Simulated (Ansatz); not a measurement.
`BO[SiH2]S` → `BO` + `[SiH]S`  (silylene formation by 1,1-elimination)

Calculated with Ansatz (gas phase, PBE0-D4/def2-TZVP geometries, no zero-point term in ΔE). CCSD(T)/CBS is the MP2 limit (def2-TZVPP, def2-QZVPP) plus CCSD(T) − MP2 in def2-TZVPP, frozen cores. This one scheme is used for every species. DFT in def2-TZVPP. Each species was taken in one conformer, which may not be the lowest.

`BO[SiH2]S`:

Z-matrix (Å, degrees):
```
Si
O 1 1.655
S 1 2.122 2 112.0
H 1 1.478 2 105.8 3 120.8
H 1 1.481 2 110.3 3 -117.0
B 2 1.349 1 131.3 3 98.3
H 3 1.344 1 94.4 2 70.8
H 6 1.203 2 120.0 1 2.8
H 6 1.198 2 118.0 1 -177.7
```

`BO`:

Cartesian coordinates in Å:
```
B 0.119 -0.366 0.171
O -0.223 0.478 -0.823
H 0.387 -1.488 -0.143
H 0.146 0.011 1.312
H -0.429 1.366 -0.518
```

`[SiH]S`:

Cartesian coordinates in Å:
```
Si -0.917 -0.518 0.343
S 0.787 0.503 -0.383
H -0.081 -1.045 1.504
H 0.210 1.060 -1.464
```

(1) Is it downhill or uphill in electronic energy at CCSD(T)/CBS, and by how much? (Estimate.)

(2) What do these levels give: LDA (SPW92), r2SCAN0-D4, BHLYP-D4, PBE, RPA@PBE/def2-TZVPP, HF/CBS(def2)? (Estimate.)

Largest T1 diagnostic among the species: 0.016.

## Answers

(1) Ansatz gave: Uphill: ΔE = +2.62 eV.

(2) Computed: LDA (SPW92) 2.63, r2SCAN0-D4 2.78, BHLYP-D4 2.76, PBE 2.31, RPA@PBE/def2-TZVPP 2.40, HF/CBS(def2) 2.73 eV.

Leaving LDA and LC-ωPBE aside and taking each functional with its dispersion term where it has one, the values, not all of them listed here, spread over 0.42 eV, from BLYP-D4 to r2SCAN0-D4. LDA lies +0.32 eV from PBE without D4. At CCSD(T), def2-SVP lies −0.30 eV from the extrapolated value and def2-TZVPP −0.06 eV.
